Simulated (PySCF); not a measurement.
# Computed vibrations of Dy2O2Cl2

Dy2O2Cl2 (singlet in the valence; each metal's 4f electrons, 9 of them, lie in its core potential, out of spins and levels). PySCF 2.14.0, RKS BP86, Dy lcecp-1-SVP with ECP55, O def2-SVP, Cl def2-SVP; non-relativistic Hamiltonian with scalar-relativistic core potentials where named; density fitting; no spin-orbit coupling. Central differences of gradients.

```xyz
6

Dy    0.0000    0.7672    1.3674
Dy    0.0000   -0.7672   -1.3674
O     1.3384    0.0000    0.0000
O    -1.3384    0.0000    0.0000
Cl    0.0000   -0.4697    3.5647
Cl    0.0000    0.4697   -3.5647
```

Run from Python with OMP_NUM_THREADS=4. Where DIIS fails, smearing, a level shift and second-order steps follow.
It took 2.1 min on 4 threads of Arm Neoverse N1, with other jobs on the host.

Question: What are the harmonic wavenumbers and infrared intensities?

Answer: Modes are labelled in C2h; negative numbers are unstable modes, those under 60 cm⁻¹ near the noise; a finer grid moves soft modes by up to 10 cm⁻¹.
```
cm⁻¹  km/mol  symmetry
  27    11.8        bu
  51     0.0        ag
  53     9.9        au
 133     0.0        bg
 208     0.0        ag
 227    25.7        bu
 318   146.7        bu
 321     0.0        ag
 424     0.0        bg
 531   155.9        au
 602     0.0        ag
 624   461.8        bu
```

Question: Is this a minimum?

Answer: Yes, within the noise of the softest modes. Ideal gas at 298.15 K and 1 bar: S = 445.7 J/(mol K), Cp = 114.3 J/(mol K), H − H(0 K) = 25.3 kJ/mol (rigid rotor, harmonic modes, spin degeneracy alone, that of the 4f electrons in the core included; the modes under 60 cm⁻¹ make these uncertain).

An lcecp potential fixes the number of 4f electrons, so in runs with it no electron can move into or out of that shell.
